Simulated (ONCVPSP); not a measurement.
## Transferability test, ONCV potential for nitrogen

nitrogen, optimised norm-conserving Vanderbilt (ONCV), made with ONCVPSP 4.0.1 (PW91, scalar-relativistic). Core [He], reference 2s2 2p3. Waves: 2s: rc 1.10 bohr, ncon 5, nbas 10, qcut 7.5 1/bohr, 2 projectors, debl 3.8 Ha; 2p: rc 1.35 bohr, ncon 4, nbas 8, qcut 12 1/bohr, 2 projectors, debl 0.5 Ha; d scattering state at 0.18 Ha: rc 1.30 bohr, ncon 5, nbas 8, qcut 7.8 1/bohr, 2 projectors, debl 4 Ha. Local part: polynomial inside 1.10 bohr (lpopt 1, dvloc0 2 Ha). Core correction: Teter function, fcfact 1.5, rcfact 1.5.

Energies are relative to the spin-unpolarised reference configuration 2s2 2p3; without spin polarisation the order of configurations can differ from experiment.

| valence configuration | charge | ΔE all-electron (eV) | error AE − PS (meV) |
| --- | --- | --- | --- |
| 2s2 2p1 | +2 | 42.626 | +58 |
| 2s2 2p0 | +3 | 89.815 | +294 |
| 2s2 2p2.5 | +0.5 | 5.131 | +0.6 |

Question: What are ΔE and the potential's error for 2s2 2p2?

Answer: ΔE = 13.672 eV all-electron; the error (AE − PS) is +5.5 meV.
